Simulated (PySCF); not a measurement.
TDDFT excited states: C2H9NSSi

Species: C2H9NSSi.
SMILES: `CCN[SiH2]S`

Level of theory: TDDFT CAM-B3LYP/def2-SVPD, vertical, gas phase, core orbitals frozen in the response (PySCF 2.14.0, density-fitted response routines). Isolated species at its GFN2-xTB geometry (one conformer only). Torsions of this conformer, `[CH3:1][CH2:2][NH:3][SiH2:4][SH:5]`: C1–C2–N3–Si4 -145°, C2–N3–Si4–S5 176°, H–S5–Si4–N3 -58°.

Question: List the vertical singlet excitations with oscillator strengths and describe the spectrum.

Answer: 

```
state  E (eV)  ν̃ (cm⁻¹)       f  |μ| (D)   main configurations (H = HOMO, L = LUMO)
   S1    6.15      49630   0.015     0.80                     H→L+1 (70%), H→L (16%)
   S2    6.21      50080   0.021     0.95                  H-1→L (63%), H-1→L+2 (8%)
   S3    6.44      51970  0.0023     0.31                     H→L (62%), H→L+1 (12%)
   S4    6.61      53310   0.023     0.95  H-1→L+1 (28%), H-1→L (27%), H-1→L+5 (14%)
   S5    7.18      57910   0.017     0.79                   H→L+2 (54%), H→L+6 (26%)
   S6    7.32      59000   0.014     0.71    H-1→L+1 (26%), H→L+6 (19%), H→L+2 (13%)
   S7    7.38      59560   0.028     1.00   H→L+6 (37%), H-1→L+6 (11%), H-1→L+1 (9%)
   S8    7.63      61510   0.022     0.87  H→L+3 (34%), H-1→L+4 (15%), H-1→L+2 (14%)
```

Triplets, Tamm–Dancoff:

```csv
state,E (eV),λ (nm),"main configurations (H = HOMO, L = LUMO)"
T1,5.79,214.1,"H-1→L (61%), H-1→L+7 (10%)"
T2,5.93,209.1,"H→L+1 (67%), H→L (11%)"
T3,6.22,199.2,"H-1→L+1 (27%), H→L (19%), H-1→L+5 (12%)"
```

The lowest singlet comes at 201 nm (594 kJ/mol) in the ultraviolet; it is weak; its leading configuration is HOMO→LUMO+1 (70%). The strongest level in the table is S7 at 7.38 eV (168 nm, f = 0.028). Löwdin shares by element: HOMO nitrogen 54%, silicon 10%, carbon 10% or more, hydrogen 5% or more (atoms not listed hold the other 21%); LUMO sulfur 44%, hydrogen 20% or more, silicon 19% (atoms not listed hold the other 17%). Weighted by f, the mean energy of these states is 6.95 eV. The listed states span 1.47 eV, and the widest gap between neighbours is 0.57 eV (S4 to S5). Orbital energies (eV): HOMO-3 -11.34, HOMO-2 -10.28, HOMO-1 -8.66, HOMO -8.38, LUMO 0.99, LUMO+1 1.09, LUMO+2 1.62. Singlets were solved by full linear response, triplets in the Tamm–Dancoff approximation.

Without π bonds the low states are Rydberg-like; a valence basis with one diffuse set may place them up to an eV too high.
